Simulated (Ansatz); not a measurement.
Steps of a relaxation of CH2BrClOSi (`ClC1(Br)O[SiH2]1`) with RKS PBE0-D4/def2-TZVP.

```sh
$ ansatz run in.yaml --threads 4 --pin off --events-out ev --progress --plain --max-ram 10444MiB
```

```yaml
crystal:
  periodic: [false, false, false]
  atoms:
    - {symbol: Cl, position_ang: [-0.392345, -1.601654, 1.680445]}
    - {symbol: C, position_ang: [-0.105340, -0.810342, 0.107153]}
    - {symbol: Br, position_ang: [-0.741108, -1.940859, -1.371534]}
    - {symbol: O, position_ang: [1.190376, -0.324389, -0.068865]}
    - {symbol: Si, position_ang: [0.061046, 1.016388, -0.084810]}
    - {symbol: H, position_ang: [0.156706, 1.914799, 1.102308]}
    - {symbol: H, position_ang: [-0.108134, 1.678056, -1.410397]}
basis:
  gaussian: {orbitals: def2-TZVP}
hamiltonian: {xc: pbe0, dispersion: d4}
relax: {f_tol: 0.005, max_steps: 150}
```

Positions (Å) and forces (eV/Å) along the path, 9 of 9 steps:

```xyz
7
step=1 energy=-93545.5154 eV
Cl   -0.392   -1.602    1.680    0.129    0.231   -0.548
C    -0.105   -0.810    0.107   -0.020    0.253    0.035
Br   -0.741   -1.941   -1.372    0.187    0.273    0.404
O     1.190   -0.324   -0.069   -0.964    0.679    0.045
Si    0.061    1.016   -0.085    0.701   -1.079    0.033
H     0.157    1.915    1.102   -0.046   -0.204   -0.258
H    -0.108    1.678   -1.410    0.014   -0.152    0.289
7
step=2 energy=-93545.5625 eV
Cl   -0.387   -1.600    1.662    0.049    0.175   -0.242
C    -0.116   -0.796    0.106   -0.109   -0.054    0.107
Br   -0.732   -1.926   -1.352    0.035    0.108    0.092
O     1.179   -0.321   -0.069   -0.471    0.662    0.001
Si    0.072    1.012   -0.086    0.517   -0.826    0.035
H     0.152    1.900    1.093   -0.016   -0.039   -0.070
H    -0.107    1.663   -1.400   -0.005   -0.025    0.078
7
step=3 energy=-93545.5842 eV
Cl   -0.385   -1.573    1.659    0.038   -0.024   -0.064
C    -0.115   -0.798    0.104   -0.399   -0.075    0.133
Br   -0.733   -1.905   -1.354    0.041   -0.040    0.004
O     1.171   -0.297   -0.067    0.385   -0.082   -0.059
Si    0.083    0.989   -0.085   -0.013    0.107   -0.004
H     0.149    1.875    1.087   -0.025    0.060    0.043
H    -0.110    1.642   -1.389   -0.026    0.054   -0.054
7
step=4 energy=-93545.5881 eV
Cl   -0.382   -1.581    1.655    0.002    0.014   -0.021
C    -0.125   -0.794    0.106   -0.222   -0.135    0.066
Br   -0.728   -1.914   -1.350   -0.008   -0.001   -0.010
O     1.169   -0.306   -0.070    0.221    0.092   -0.025
Si    0.089    0.994   -0.086    0.018   -0.003   -0.011
H     0.148    1.883    1.088   -0.005    0.017    0.003
H    -0.109    1.650   -1.390   -0.007    0.017   -0.003
7
step=5 energy=-93545.5806 eV rejected
Cl   -0.376   -1.587    1.652   -0.039   -0.025    0.073
C    -0.145   -0.801    0.109    0.348    0.135   -0.023
Br   -0.718   -1.919   -1.346   -0.068   -0.057   -0.087
O     1.165   -0.290   -0.073   -0.312   -0.112    0.054
Si    0.065    0.991   -0.083    0.293   -0.003   -0.032
H     0.166    1.885    1.084   -0.108    0.032    0.032
H    -0.094    1.653   -1.389   -0.114    0.030   -0.018
7
step=6 energy=-93545.5896 eV
Cl   -0.382   -1.582    1.654   -0.001    0.005    0.002
C    -0.130   -0.796    0.107   -0.023   -0.024    0.015
Br   -0.728   -1.915   -1.349   -0.005    0.004   -0.010
O     1.173   -0.304   -0.070    0.016    0.024   -0.001
Si    0.091    0.993   -0.086    0.029   -0.028   -0.006
H     0.148    1.885    1.087   -0.008    0.009    0.000
H    -0.110    1.652   -1.389   -0.008    0.009    0.001
7
step=7 energy=-93545.5896 eV
Cl   -0.382   -1.583    1.655    0.001    0.003   -0.008
C    -0.130   -0.799    0.108   -0.011    0.011    0.015
Br   -0.730   -1.915   -1.350    0.001   -0.001   -0.003
O     1.175   -0.305   -0.069    0.011    0.001   -0.003
Si    0.094    0.990   -0.086   -0.002    0.007   -0.002
H     0.145    1.889    1.082    0.002   -0.011    0.012
H    -0.111    1.655   -1.386   -0.002   -0.010   -0.012
7
step=8 energy=-93545.5897 eV
Cl   -0.383   -1.582    1.655    0.000    0.000   -0.002
C    -0.130   -0.797    0.108    0.000    0.002    0.006
Br   -0.729   -1.913   -1.350   -0.001    0.000   -0.002
O     1.175   -0.304   -0.070    0.002    0.000    0.000
Si    0.094    0.991   -0.086   -0.001   -0.002   -0.002
H     0.145    1.886    1.085    0.000    0.000    0.001
H    -0.112    1.652   -1.388    0.000    0.000   -0.001
7
step=9 energy=-93545.5897 eV
Cl   -0.382   -1.582    1.655    0.000    0.000   -0.001
C    -0.130   -0.797    0.108    0.001    0.001    0.004
Br   -0.729   -1.913   -1.350    0.000    0.000   -0.001
O     1.175   -0.304   -0.069    0.000    0.000    0.000
Si    0.094    0.991   -0.086   -0.001   -0.001   -0.001
H     0.145    1.886    1.085    0.000    0.000    0.000
H    -0.112    1.652   -1.388    0.000    0.000    0.000
```

Run time 42 s (4 threads of an Intel Xeon Platinum 8175M on a shared host); peak host memory 0.64 GiB.
